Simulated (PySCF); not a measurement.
Molecule (SMILES): FSF.
Geometry (B3LYP-D3(BJ)/def2-TZVP, fixed):
```
S
F 1 1.6052
F 1 1.6052 2 98.75
```

How fast the lowest singlet excitation energy converges with the basis for several methods (PySCF): deviation from each method's own reference, in eV. References: CAM-B3LYP 3.352 eV, the value in aug-pcseg-3; PBE 3.192 eV, the value in aug-pcseg-3; PBE0 3.382 eV, the value in aug-pcseg-3. All functions are spherical. Density fitting with generated auxiliary sets. No added dispersion term, no relativity. Tamm-Dancoff approximation, the state taken by its order.

| basis | functions | CAM-B3LYP | PBE | PBE0 |
|---|---|---|---|---|
| 3-21G | 31 | 0.708 | 0.543 | 0.684 |
| def2-SV(P) | 46 | 0.337 | 0.304 | 0.302 |
| 6-31G* | 46 | 0.201 | 0.158 | 0.187 |
| 6-31G** | 46 | 0.201 | 0.158 | 0.187 |
| def2-TZVPD | 126 | 0.003 | 0.000 | 0.001 |
| def2-TZVPPD | 131 | 0.002 | -0.001 | 0.001 |
| cc-pV(Q+d)Z | 174 | 0.035 | 0.046 | 0.036 |
| def2-QZVPPD | 211 | 0.005 | 0.004 | 0.005 |

Mean absolute deviation over def2-TZVPD, def2-TZVPPD: PBE 0.001, PBE0 0.001, CAM-B3LYP 0.002 eV.
